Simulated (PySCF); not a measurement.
**Excitation energy of Ni by level of theory**

Ni [Ar] 3d8 4s2 (3F) → Ni [Ar] 3d7 4s2 4p1 (high-spin determinant), as a difference of total energies. Computed with PySCF 2.14 in x2c-QZVPPall with one added diffuse shell each of s, p, d, f, g type (12s8p7d5f3g, 133 functions), with scalar relativity by spin-free X2C-1e. Correlated levels: valence: [Ar] frozen; valence and next inner shell: [Ne] frozen. The calculations carry no spin-orbit coupling.

```
                                method  excitation energy (cm⁻¹)
                                   UHF                     48620
                                   LDA                     72397
                                   PBE                     69692
                                  PBE0                     65277
                                r2SCAN                     67211
                                PBEsol                     70212
                                  PW91                     70115
                                 B3LYP                     67379
                         MP2 (valence)                     63313
                     SCS-MP2 (valence)                     63327
    MP2 (valence and next inner shell)                     65738
SCS-MP2 (valence and next inner shell)                     64694
```

A first-order spin-orbit estimate (lowest level to lowest level, LS coupling) adds 0.012 eV.

The upper state lies above the first ionisation limit, but in LS coupling its spin forbids autoionisation to the ground ion.

The determinant of the upper state mixes LS terms, which raises its energy above the lowest term, most at the Hartree-Fock and MP2 levels.
